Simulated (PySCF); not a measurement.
# How the method changes the constants of CdSi

State: ³Σ⁻ (triplet), unpaired electrons π ↑↑. Set-up: basis Cd def2-SVP with ECP28, Si def2-SVP; scalar-relativistic core potentials; PySCF 2.14. De refers to Cd + Si in their high-spin ground configurations, without counterpoise correction. The functionals are run spin-unrestricted. A positive dipole means Cd(−)Si(+). Levels whose curve was spin-contaminated or gave no clean fit are not listed.

```tsv
Level	Re (Å)	ωe (cm⁻¹)	De (eV)	μ (D)
ROHF-MP2	2.569	219	0.58	n/a
ROHF-SCS-MP2	2.619	196	0.447	n/a
ROHF-CCSD	2.638	196	0.433	n/a
ROHF-CCSD(T)	2.604	214	0.53	n/a
PBE	2.563	231	0.90	-2.33
r²SCAN	2.541	238	0.91	-2.63
B3LYP	2.622	201	0.59	-2.21
PBE0	2.577	225	0.80	-2.72
B97-3	2.635	203	0.63	-2.71
M06-2X	2.649	202	0.69	-2.57
ωB97X	2.621	195	0.53	-2.63
```

Which functional lies closest to ROHF-CCSD(T) in De, which farthest, and by how much do they differ from it?

Closest is ωB97X (+1.7 pm in Re, -8.9 % in ωe, +0.00 eV in De against ROHF-CCSD(T) in the same basis), farthest r²SCAN (-6.3 pm in Re, +11.2 % in ωe, +0.38 eV in De). CCSD(T) converges more slowly with the basis than the functionals do and binds too weakly in this one, so the order can change at the basis-set limit.

What does the triples do here, going from ROHF-CCSD to ROHF-CCSD(T)?

ROHF-CCSD(T) less ROHF-CCSD: -3.4 pm in Re, +9.2 % in ωe, +0.10 eV in De. Correlation nearly always deepens the well. The bond shortens, as in weak, metallic or heavy-atom bonds, where dispersion and the correlation of outer-core electrons pull the atoms together.

Correlated steps freeze 5 core orbitals. Correlated levels converge slowly with the basis: in double zeta they bind strong bonds too weakly, by up to about 1 eV, and carry superposition errors of some tenths. Spin–orbit coupling is left out. The state was picked by a PBE0 search and need not be the measured ground state.

The whole job (state search and all levels along the bond) took about 2.6 min on 1 thread of Oxide Virtual Turin-like (shared host), peak memory 0.61 GiB.
